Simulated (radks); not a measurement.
Values are calculated unless marked as measured or tabulated.
Spherical jellium clusters: N electrons in a uniform positive sphere of charge N and radius rs N^(1/3), rs = 3.57 bohr. Level of theory: non-relativistic Kohn-Sham, exchange-only LDA, spin-polarised, spherical densities (a radial shooting solver with Libxc functionals). Levels are named by radial order and angular momentum (1s, 1p, 1d, 2s, ...), and open shells are averaged over m.

N = 6, configuration 1s2 1p(up 3, down 1). This is the lowest configuration that the search found. Occupied and some empty levels:

level,occupation,eigenvalue (eV),<r> (bohr)
1s up,1,-4.5320,4.498
1s down,1,-3.6861,4.467
1p up,3,-2.7961,5.676
1p down,1,-1.9428,5.935
1d up,0,-0.90437,7.195
2s up,0,-0.73593,8.390
2s down,0,-0.39807,9.968
1d down,0,-0.26176,8.464

Energy (eV): total -4.85028, kinetic 12.081, external -172.65, Hartree 82.800, exchange-correlation -17.683, background 90.605.

Electron density:

r (bohr),n(r) (e/bohr^3)
0.512,0.004856
1.08,0.005104
1.65,0.005452
2.22,0.005790
2.79,0.005990
3.37,0.005934
3.94,0.005559
4.51,0.004873
5.08,0.003972
5.65,0.002996
6.22,0.002097
6.79,0.001378
7.36,0.0008633
7.93,0.0005241
8.50,0.0003115
9.07,0.0001822
9.64,0.0001054
10.2,0.00006084
10.8,0.00003485
11.3,0.00001992
